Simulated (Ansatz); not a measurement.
Geometry optimisation, Ansatz, RKS BHLYP/def2-SVP.

Input:

```yaml
crystal:
  periodic: [false, false, false]
  atoms:
    - { symbol: O, position_ang: [-1.5603, 1.5082, -0.2267] }
    - { symbol: B, position_ang: [-0.1665, 1.4031, -0.0936] }
    - { symbol: O, position_ang: [0.3554, 0.6673, 1.026] }
    - { symbol: Sn, position_ang: [0.6839, -1.1793, 0.374] }
    - { symbol: H, position_ang: [-0.20822, 0.82222, -1.10836] }
    - { symbol: H, position_ang: [0.563, 1.9468, -0.8647] }
    - { symbol: H, position_ang: [1.7013, -1.1894, -1.0084] }
    - { symbol: H, position_ang: [-0.9126, -1.8195, -0.0883] }
    - { symbol: H, position_ang: [1.3058, -2.164, 1.6861] }
basis:
  gaussian: { orbitals: def2-SVP }
hamiltonian:
  xc: { name: BHLYP }
relax:
  f_tol: 0.02
  max_steps: 50
```

Run as:

```bash
$ ansatz run input.yaml --threads 2 --pin off --max-ram 3072MiB --backend cpu --events-out ev --progress --plain --runs-dir out
```

Problem. Where does it end, and by what steps?

Solution. It converged. The force dipped under the threshold on the way, but the program's further checks kept it going. After 20 steps the energy has fallen by 6.106 eV; O1 moved furthest, 1.40 Å. Parted: B2–H5. Joined: O1–H5.

| step | energy less start (eV) | largest force component (eV/Å) | accepted |
| --- | --- | --- | --- |
| 0 | 0.0000 | 6.643 | yes |
| 1 | -1.2843 | 3.703 | yes |
| 2 | -2.3337 | 2.951 | yes |
| 3 | -3.5727 | 4.077 | yes |
| 4 | -4.1215 | 7.385 | yes |
| 5 | -4.9793 | 1.974 | yes |
| 6 | -5.2772 | 1.910 | yes |
| 7 | -4.4588 | 4.511 | no |
| 8 | -5.4696 | 1.486 | yes |
| 9 | -5.6138 | 1.196 | yes |
| 10 | -5.7322 | 0.840 | yes |
| 11 | -5.8300 | 0.689 | yes |
| 12 | -5.9053 | 1.233 | yes |
| 13 | -6.0016 | 0.542 | yes |
| 14 | -6.0630 | 0.252 | yes |
| 15 | -6.0977 | 0.079 | yes |
| 16 | -6.0585 | 1.204 | no |
| 17 | -6.1041 | 0.018 | yes |
| 18 | -6.1050 | 0.145 | yes |
| 19 | -6.1060 | 0.035 | yes |
| 20 | -6.1061 | 0.004 | yes |

```xyz
9
Properties=species:S:1:pos:R:3
O -0.634 0.956 -1.115
B 0.068 1.418 -0.039
O 0.689 0.540 0.748
Sn 0.634 -1.438 0.419
H -1.052 1.637 -1.633
H 0.124 2.600 0.193
H 1.353 -1.738 -1.092
H -0.987 -1.940 0.508
H 1.567 -2.040 1.708
```

Time of the run: 58 s on 2 threads of Arm Neoverse V1, with other jobs on the host, peak memory 0.2 GiB.
